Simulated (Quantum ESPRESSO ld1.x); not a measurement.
Input (ld1.x (Quantum ESPRESSO 7.5)):

```
 &input
    atom='Ta',
    iswitch=1,
    rel=1,
    lsd=1,
    dft='PZ',
    config='[Ar] 3d3',
    verbosity='high',
    prefix='ld1',
    max_out_wfc=37,
    file_charge='ld1.rho',
 /
```

Command: `OMP_NUM_THREADS=1 ld1.x < ld1.in > ld1.out`

Standard output:

```
     Program LD1 v.7.5 starts

     --------------------------- All-electron run ----------------------------

     scalar relativistic calculation

     atomic number is 73.00
     dft =PZ   lsd =1 sic =0 latt =0  beta=0.20 tr2=1.0E-14
     Exchange-correlation= PZ
                           (   1   1   0   0   0   0   0)
     mesh =2113 r(mesh) = 100.03704 a.u. xmin = -8.00 dx = 0.00800
     1 Ry =  13.60569312 eV, c = 137.03599908

     n l     nl                  e(Ry)          e(Ha)          e(eV)
     1 0     1S 1( 1.00)   -5200.239762880   -2600.119881440 -70752.8663797
     2 0     2S 1( 1.00)   -1097.368990584    -548.684495292 -14930.4657286
     2 1     2P 1( 3.00)    -993.626058979    -496.813029490 -13518.9712375
     3 0     3S 1( 1.00)    -413.334461022    -206.667230511  -5623.7018338
     3 1     3P 1( 3.00)    -382.444014625    -191.222007312  -5203.4158997
     3 2     3D 1( 3.00)    -351.808986562    -175.904493281  -4786.6051091
     1 0     1S 2( 1.00)   -5200.203051746   -2600.101525873 -70752.3668993
     2 0     2S 2( 1.00)   -1096.189682391    -548.094841195 -14914.4204232
     2 1     2P 2( 3.00)    -992.670766571    -496.335383286 -13505.9738221
     3 0     3S 2( 1.00)    -412.050708178    -206.025354089  -5606.2354866
     3 1     3P 2( 3.00)    -381.144667560    -190.572333780  -5185.7373823
     3 2     3D 2( 0.00)    -350.189169853    -175.094584927  -4764.5663800

     final scf error:  4.7E-15 reached in  22 iterations

     Etot =  -26174.451312 Ry,  -13087.225656 Ha, -356121.552209 eV
     Total magnetization:    3.00 Bohr mag.

     Ekin =   29192.853870 Ry,   14596.426935 Ha,  397189.011141 eV
     Encl =  -58573.936640 Ry,  -29286.968320 Ha, -796939.006923 eV
     Eh   =    3569.547556 Ry,    1784.773778 Ha,   48566.168633 eV
     Exc  =    -362.916098 Ry,    -181.458049 Ha,   -4937.725060 eV

     normalization and overlap integrals

     s(1S/1S) =  1.000000  <r> =   0.0187  <r2> =    0.0005  r(max) =   0.0117
     s(1S/2S) = -0.031161
     s(1S/3S) = -0.014438
     s(2S/2S) =  1.000000  <r> =   0.0785  <r2> =    0.0073  r(max) =   0.0668
     s(2S/3S) = -0.009233
     s(2P/2P) =  1.000000  <r> =   0.0701  <r2> =    0.0060  r(max) =   0.0547
     s(2P/3P) = -0.007364
     s(3S/3S) =  1.000000  <r> =   0.1940  <r2> =    0.0429  r(max) =   0.1830
     s(3P/3P) =  1.000000  <r> =   0.1914  <r2> =    0.0423  r(max) =   0.1786
     s(3D/3D) =  1.000000  <r> =   0.1699  <r2> =    0.0334  r(max) =   0.1428
     s(1S/1S) =  1.000000  <r> =   0.0187  <r2> =    0.0005  r(max) =   0.0117
     s(1S/2S) = -0.031183
     s(1S/3S) = -0.014404
     s(2S/2S) =  1.000000  <r> =   0.0785  <r2> =    0.0073  r(max) =   0.0668
     s(2S/3S) = -0.009221
     s(2P/2P) =  1.000000  <r> =   0.0700  <r2> =    0.0060  r(max) =   0.0547
     s(2P/3P) = -0.007352
     s(3S/3S) =  1.000000  <r> =   0.1942  <r2> =    0.0430  r(max) =   0.1830
     s(3P/3P) =  1.000000  <r> =   0.1917  <r2> =    0.0425  r(max) =   0.1786
     s(3D/3D) =  1.000000  <r> =   0.1703  <r2> =    0.0335  r(max) =   0.1428

     ------------------------ End of All-electron run ------------------------
```

Run on one thread of a shared host, so times are rough (Intel(R) Xeon(R) Processor @ 2.60GHz): 0.43 s of CPU time, 1.6 s wall, 22 iterations on 2113 mesh points.
